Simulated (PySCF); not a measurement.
**Bromine: a sound run and one with changed settings**

Sound run: Br²⁺ [Ar] 3d10 4s2 4p3, Br³⁺ [Ar] 3d10 4s2 4p2. All numbers are calculated (PySCF 2.14, scalar relativity by spin-free X2C-1e, in aug-cc-pVDZ-DK). The sound run starts from symmetry-adapted Hartree-Fock orbitals and uses a fine grid where one is needed.

Changed run: radial step 0.8 in ln r (0.13 in the sound run). This setting is unsound on purpose.

```json
{"species": "Br²⁺", "method": "UHF", "sound run (hartree)": "-2603.16187", "changed run (hartree)": "-2603.16187", "converged": "yes"}
{"species": "Br²⁺", "method": "TPSS", "sound run (hartree)": "-2604.79598", "changed run (hartree)": "-2604.68544", "converged": "yes"}
{"species": "Br²⁺", "method": "PBE0", "sound run (hartree)": "-2604.59082", "changed run (hartree)": "-2604.40358", "converged": "yes"}
{"species": "Br³⁺", "method": "UHF", "sound run (hartree)": "-2601.88948", "changed run (hartree)": "-2601.88948", "converged": "yes"}
{"species": "Br³⁺", "method": "TPSS", "sound run (hartree)": "-2603.50286", "changed run (hartree)": "-2603.34492", "converged": "yes"}
{"species": "Br³⁺", "method": "PBE0", "sound run (hartree)": "-2603.29585", "changed run (hartree)": "-2603.08059", "converged": "yes"}
```

Ionisation energy of Br²⁺:

| method | sound run (eV) | changed run (eV) |
| --- | --- | --- |
| UHF | 34.624 | 34.624 |
| TPSS | 35.188 | 36.477 |
| PBE0 | 35.238 | 36.000 |

A coarse radial grid mis-integrates the density and the exchange-correlation energy, with errors of either sign; Hartree-Fock needs no grid.

For comparison, NIST gives 34.871 ± 0.019 eV between the lowest levels.
